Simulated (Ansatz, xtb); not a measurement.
CH5SiTe+: 4 structures ranked

4 gas-phase structures of CH5SiTe+, found in a search over its isomers (lower ones may exist). Each was relaxed with GFN2-xTB:

A. a singlet given by its coordinates
B. `C1[SiH2][TeH+]1`, a singlet
C. a singlet given by its coordinates
D. `C[Si][TeH2+]`, a singlet

A (Å):

```
atom    x (Å)    y (Å)    z (Å)
   C  -0.0396   0.8636   0.7009
  Si  -0.3123  -0.9309   1.2035
  Te   1.0165  -2.1435   2.8814
   H  -0.1384   1.5322   1.5582
   H  -0.7571   1.1870  -0.0549
   H   0.9616   1.0097   0.2904
   H  -1.3782  -1.6960   0.5709
   H   1.9110  -0.8022   3.1286
```

Close contacts (Å): C1–Si2 1.88, Si2–Te3 2.46, C1–H4 1.09, C1–H5 1.09, C1–H6 1.09, Si2–H7 1.46, Te3–H8 1.63.

C (Å):

```xyz
8

C     0.8490    1.2056    0.8678
Si   -0.7044   -1.7232    1.7935
Te    0.8359   -0.0352    2.6546
H    -0.1448    1.5899    0.6713
H     1.2289    0.6439    0.0228
H     1.5192    2.0305    1.0844
H    -1.3000   -1.7199    0.4565
H    -1.0984   -2.8497    2.6306
```

Close contacts (Å): C1–Te3 2.18, Si2–Te3 2.44, C1–H4 1.08, C1–H5 1.08, C1–H6 1.08, Si2–H7 1.46, Si2–H8 1.46.

**Question.** Estimate their order in r2SCAN-D4/def2-SVP energy at these geometries, lowest first.

**Answer.** Calculated order at r2SCAN-D4/def2-SVP: A (0.0), C (54.1), B (64.3), D (146.9) kJ/mol.

Energies above the lowest of each column, in kJ/mol; the last columns are at PBE0-D3(BJ)/def2-SVP geometries and were run for some of them only (a dash: not run or not comparable):

```tsv
structure	GFN2-xTB	HF/STO-3G	r2SCAN-D4/def2-SVP	PBE0-D3(BJ)/def2-SVP	CCSD(T)/def2-TZVP
A	0.0	0.0	0.0	0.0	0.0
C	32.6	40.0	54.1	56.5	42.6
B	73.5	80.0	64.3	67.2	56.4
D	43.0	104.9	146.9	–	–
```

Every level run on A puts it lowest or level with the lowest. Flexible structures stand in one conformer each, not always the lowest. Frequencies (PBE0-D3(BJ)/def2-SVP) were run for A, B, C alone. Atoms past krypton carry core potentials in the def2 sets, without spin–orbit terms.

Over these structures GFN2-xTB departs from r2SCAN-D4/def2-SVP by 37.4 kJ/mol on average once a common shift is removed. A GFN2-xTB relaxation took about 0.13 s and the r2SCAN-D4/def2-SVP energy about 1.1 s on a shared host (Ansatz 0.2.0, xtb 6.7.1).
